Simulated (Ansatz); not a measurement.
`CBN[SiH3]` + `C[O][Ga]([OH])[Br]` → `CB(C)N[SiH3]` + `[OH][Ga]([OH])[Br]`  (redistribution)

Gas-phase electronic energies from Ansatz, PBE0-D4/def2-TZVP geometries. CCSD(T)/CBS is the MP2 limit (def2-TZVPP, def2-QZVPP) plus CCSD(T) − MP2 in def2-TZVPP, frozen cores. Functionals use def2-TZVPP. For Br, Ga outer-core shells are correlated without core-valence functions, which leaves a few kJ/mol of doubt a bond. Scalar relativity is left out up to krypton. Each species was taken in one conformer, which may not be the lowest.

CCSD(T)/CBS gives -1.09 eV.

(1) Another level gave -1.10 eV. Which?
A. LDA (SPW92)/def2-TZVPP
B. BHLYP-D4/def2-TZVPP
C. BLYP/def2-TZVPP
D. PBE/def2-TZVPP

Largest T1 diagnostic among the species: 0.012.

Results:

(1) A. LDA (SPW92) -1.10, BLYP -0.96, BHLYP-D4 -1.01, PBE -1.05 eV.

At CCSD(T), def2-SVP lies +0.15 eV from the extrapolated value and def2-TZVPP +0.03 eV. In def2-TZVPP, CCSD(T) changes the Hartree–Fock value by −0.12 eV (the triples alone add −0.01 eV) and MP2 by −0.19 eV.
